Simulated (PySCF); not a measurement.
Two species compared at the same levels of theory.

First species: C7H7FS.
InChI=1S/C7H7FS/c1-2-7(8,5-9)6-3-4-6/h1,5-6H,3-4H2/t7-/m1/s1

Second species: C3H5F3SSi.
Atom-mapped SMILES: `[CH2:1]=[CH:2][S:3][SiH2:4][C:5]([F:6])([F:7])[F:8]` (hydrogens: H9, H10 on C1; H11 on C2; H12, H13 on Si4)

Levels: CAM-B3LYP/def2-SVPD for dipole moment, HOMO energy, LUMO energy, HOMO–LUMO gap, static isotropic polarisability and electronic spatial extent ⟨r²⟩ about the centre of nuclear charge; TDDFT CAM-B3LYP/def2-SVPD for lowest singlet excitation; TDA CAM-B3LYP/def2-SVPD for lowest triplet excitation (Tamm–Dancoff); GFN2-xTB for rotational constant A and rotational constant C. Geometries: GFN2-xTB. All species are isolated and taken at one optimised geometry, non-relativistic unless stated; the electronic structure was computed with PySCF and density fitting.

The conformers computed, where there is a choice (atom-mapped SMILES and torsion angles):
- `[CH:1]#[C:2][C@@:3]([F:4])([CH:5]=[S:6])[CH:7]1[CH2:8][CH2:9]1`: C2–C3–C5–S6 -129°, C2–C3–C7–C8 38°
- `[CH2:1]=[CH:2][S:3][SiH2:4][C:5]([F:6])([F:7])[F:8]`: C1–C2–S3–Si4 180°, C2–S3–Si4–C5 180°, S3–Si4–C5–F6 180°

```csv
property,column X,column Y
dipole moment,3.60 D,3.46 D
HOMO energy,-8.07 eV,-8.31 eV
LUMO energy,-1.37 eV,0.37 eV
HOMO–LUMO gap,6.70 eV,8.68 eV
lowest singlet excitation,2.35 eV,5.24 eV
lowest triplet excitation (Tamm–Dancoff),1.85 eV,3.97 eV
static isotropic polarisability,98.7 au,87.8 au
electronic spatial extent ⟨r²⟩ about the centre of nuclear charge,1425 bohr²,1778 bohr²
rotational constant A,2.088 GHz,3.816 GHz
rotational constant C,0.862 GHz,0.609 GHz
```

**Question.** Which column belongs to which species?

**Answer.** Column X is the first species and column Y the second. The first has 16 atoms and 74 electrons, the second 13 and 80.

**Question.** How does each property change from the first species to the second?

**Answer.** dipole moment -0.14 D; HOMO energy -0.24 eV; LUMO energy +1.74 eV; HOMO–LUMO gap +1.98 eV; lowest singlet excitation +2.89 eV; lowest triplet excitation (Tamm–Dancoff) +2.12 eV; static isotropic polarisability -10.9 au; electronic spatial extent ⟨r²⟩ about the centre of nuclear charge +353 bohr²; rotational constant A +1.728 GHz; rotational constant C -0.253 GHz.

On the first: 1 of the 8 computed singlets lies in the visible range (750 to 380 nm, 1.65 to 3.26 eV), with an oscillator strength of 0.000. The vertical singlet–triplet gap S1 − T1 is 0.50 eV (TDDFT singlet less Tamm–Dancoff triplet; S1: HOMO→LUMO, weight 0.98; T1: HOMO→LUMO, weight 0.98).

On the second: S1 lies 3.44 eV below the HOMO–LUMO gap; its leading configuration is HOMO→LUMO, weight 0.88. In wavenumbers S1 is 42200 cm⁻¹ (1 eV = 8065.54 cm⁻¹).
